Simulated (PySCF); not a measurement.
The numbers are results of PySCF with PBE-D3(BJ)/def2-TZVP // PBE-D3(BJ)/def2-SVP, not measurements. Isolated molecules, 0 K electronic values unless said otherwise. One relaxed conformer stands for a flexible species; it need not be the lowest. Excitations are Tamm–Dancoff values on a coarser integration grid. The basis has no diffuse functions, so Rydberg states are missing or too high.

Reference species (SMILES): `Bc1cc(B)c2ccccc2n1` (neutral, multiplicity 1).

| Item | Value |
|---|---|
| HOMO–LUMO gap | 2.15 eV |
| LUMO | -3.88 eV |
| S1–T1 gap (TDA) | 0.44 eV |

After one change: the HOMO–LUMO gap drops by 0.05 eV; the LUMO goes up by 0.18 eV; the S1–T1 gap (TDA) drops by 0.18 eV.

**Question.** Which change was made? The new species is one of these.
A. `Bc1ccc2cccc(B)c2n1`
B. `Bc1ccc2c(B)cccc2n1`
C. `Bc1cc(B)c2cccnc2c1`
D. `Bc1ccc2ccc(B)nc2c1`

**Answer.** A, `Bc1ccc2cccc(B)c2n1`
